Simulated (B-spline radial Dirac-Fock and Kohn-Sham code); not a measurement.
## Scattering functions of Pm³⁰⁺

System: Pm³⁰⁺, configuration [Ar] 3d10 4s2 4p1.

The run's input, task.json:

```json
{"items": [{
  "Z": 61,
  "q": 30,
  "cfg": [[1, 0, 2], [2, 0, 2], [2, 1, 6], [3, 0, 2], [3, 1, 6], [3, 2, 10], [4, 0, 2], [4, 1, 1]],
  "A": 145,
  "rrms": 4.962,
  "do": ["scatter"],
  "s": [0.0, 0.06, 0.07, 0.09, 0.11, 0.14, 0.18, 0.23, 0.29, 0.36, 0.45, 0.57, 0.72, 0.91, 1.14, 1.44, 1.81, 2.28, 2.87, 3.61, 4.55, 5.73, 7.21],
  "pz": [0, 0.1, 0.14, 0.21, 0.3, 0.43, 0.62, 0.9, 1.3, 1.9, 2.7, 3.9, 5.6, 8.0, 12.0, 17.0, 24.0, 35.0, 50.0, 72.0, 100.0],
  "hv_scatter": [1000, 2000, 8047.8, 10000, 20000, 30000, 100000, 500000]
}]}
```

Run with: `python xray_run.py task.json out`

Calculated with a radial B-spline solver, using Dirac-Fock orbitals of the configuration average with a finite nucleus. f₀ is the Fourier transform of the spherical electron density, S the Waller-Hartree incoherent function, and s = sin θ/λ. The electron scattering factor follows from the Mott-Bethe formula f_e = 0.023934 Å⁻¹·(Z − f₀)/s².

```csv
s (Å⁻¹),f₀,S,f_e (Å)
0,31.000,0.000,–
0.06,30.941,0.067,199.845
0.07,30.919,0.091,146.930
0.09,30.867,0.150,89.039
0.11,30.801,0.223,59.734
0.14,30.679,0.359,37.026
0.18,30.473,0.584,22.550
0.23,30.149,0.931,13.958
0.29,29.670,1.429,8.916
0.36,28.998,2.097,5.910
0.45,27.986,3.042,3.902
0.57,26.446,4.361,2.545
0.72,24.350,5.981,1.692
0.91,21.655,7.905,1.137
1.14,18.595,10.071,0.781
1.44,15.141,12.661,0.529
1.81,11.723,15.418,0.360
2.28,8.615,18.278,0.241
2.87,6.373,21.069,0.159
3.61,5.063,23.583,0.103
4.55,4.066,25.736,0.066
5.73,2.978,27.455,0.042
7.21,2.015,28.667,0.027
```

f₀ starts at the number of electrons, 31, and has fallen to half at s ≈ 1.41 Å⁻¹. The sum of ⟨r²⟩ over the electrons is 2.246 bohr². For an ion f_e diverges as s goes to zero, because of the net charge.
